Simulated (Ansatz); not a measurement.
Cartesian coordinates (Å):
```xyz
12

B      2.4230     0.0677     0.0043
C      1.0120    -0.5256    -0.0629
C     -0.0477     0.1983     0.3001
C     -1.4641    -0.3010     0.3026
C     -2.3730     0.6108    -0.3852
N     -3.0747     1.3337    -0.9263
H      2.5570     1.1922     0.3767
H      3.3824    -0.5668    -0.3033
H      0.8362    -1.5426    -0.4052
H      0.0907     1.2208     0.6373
H     -1.5286    -1.2856    -0.1604
H     -1.8132    -0.4017     1.3346
```
Charge 0, multiplicity 1.

Method: Ansatz (a quantum-chemistry and plane-wave program) with frozen-core CCSD(T)/cc-pVTZ // CAM-B3LYP-D3(BJ)/def2-TZVP.

The HF energy comes out as -234.13914 Ha and the MP2 correlation energy is -0.91837 Ha.

Estimate the CCSD correlation energy, the (T) correction, the total energy and the T1 diagnostic.


| Property | Value |
|---|---|
| CCSD correlation energy | -0.95586 Ha |
| (T) correction | -0.04572 Ha |
| CCSD(T) total energy | -235.14072 Ha |
| T1 diagnostic | 0.012 |
